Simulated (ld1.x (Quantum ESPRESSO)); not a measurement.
Which change was made? (Mg, TM)

ld1.x (Quantum ESPRESSO) 7.5 input, shortened:

```
&input
   title='Mg', zed=12., rel=1, dft='PW91', iswitch=3,
   config='[Ne] 3s1 3p0 3d-2'
 /
 &inputp
   pseudotype=2, tm=.true., lloc=1,
   nlcc=.true., rcore=1.85
 /
3
3S  1  0   1.00   0.00  1.80  1.80  0.0
3D  3  2  -2.00   0.10  2.60  2.60  0.0
3P  2  1   0.00   0.00  3.25  3.25  0.0
 &test
   configts(1)='3s1 3p0'
 /
```

Cutoffs, loose and tight: the cutoffs (Ry, on a coarse ladder) from which the occupation-weighted sum of valence levels, in a spherical-Bessel basis at the reference potential, stays within 10 and 1 mRy of its value at 400 Ry. They do not see the model core or the augmentation charge, which bear on the density cutoff. Test errors are all-electron minus pseudo excitation energies from the reference, over the configurations 3s2 3p0; 3s1.5 3p0; 3s1 3p1; 3s0 3p1; 3s0 3p2; variants that change the core or the reference have their own tests.

The base gives: outcome: generated; cutoff, loose: 6 Ry; cutoff, tight: 21 Ry; bound ghosts: none; largest test error (meV): +11.

Q: After one change the result is: outcome: generated; cutoff, loose: over 300 Ry; cutoff, tight: over 300 Ry; bound ghosts: none; largest test error (meV): +52. Which change was it?
A. reference 3s2 3p0
B. type ultrasoft; waves now 3s (bound): rcut 1.55, rcutus 1.80 bohr; 3s channel at 4.2 Ry: rcut 1.55, rcutus 1.80 bohr; 3p (bound): rcut 2.85, rcutus 3.25 bohr; 3p channel at 0.05 Ry: rcut 2.85, rcutus 3.25 bohr; 3d channel at 0.1 Ry: rcut 2.25, rcutus 2.60 bohr; 3d channel at 2.25 Ry: rcut 2.25, rcutus 2.60 bohr; local potential all-electron potential smoothed inside 1.40 bohr (lloc = -1); augmentation PSQ, radius 1.65 bohr
C. core [He], valence charge 10; reference 2s2 2p6 3s0 3p0; waves now 2s (bound): rc 0.55 bohr; 2p (bound): rc 0.55 bohr; 3d channel at 0.1 Ry: rc 0.50 bohr; local potential all-electron potential smoothed inside 0.45 bohr (lloc = -2); core correction none
D. wave 3d channel at 0.1 Ry: rc 2.60 bohr becomes 3d channel at 2.72 Ry: rc 2.60 bohr
E. all radii but the core radius scaled by about 0.95 (s 1.70, p 3.08, d 2.46 bohr)

A: C. The others give: type ultrasoft; waves now 3s (bound): rcut 1.55, rcutus 1.80 bohr; 3s channel at 4.2 Ry: rcut 1.55, rcutus 1.80 bohr; 3p (bound): rcut 2.85, rcutus 3.25 bohr; 3p channel at 0.05 Ry: rcut 2.85, rcutus 3.25 bohr; 3d channel at 0.1 Ry: rcut 2.25, rcutus 2.60 bohr; 3d channel at 2.25 Ry: rcut 2.25, rcutus 2.60 bohr; local potential all-electron potential smoothed inside 1.40 bohr (lloc = -1); augmentation PSQ, radius 1.65 bohr → outcome: failed: chargeps: negative rho | wave 3d channel at 0.1 Ry: rc 2.60 bohr becomes 3d channel at 2.72 Ry: rc 2.60 bohr → outcome: generated; cutoff, loose: 6 Ry; cutoff, tight: 21 Ry; bound ghosts: d; largest test error (meV): +11 | reference 3s2 3p0 → outcome: generated; cutoff, loose: 8 Ry; cutoff, tight: 25 Ry; bound ghosts: none; largest test error (meV): +19 | all radii but the core radius scaled by about 0.95 (s 1.70, p 3.08, d 2.46 bohr) → outcome: generated; cutoff, loose: 8 Ry; cutoff, tight: 30 Ry; bound ghosts: none; largest test error (meV): +11.
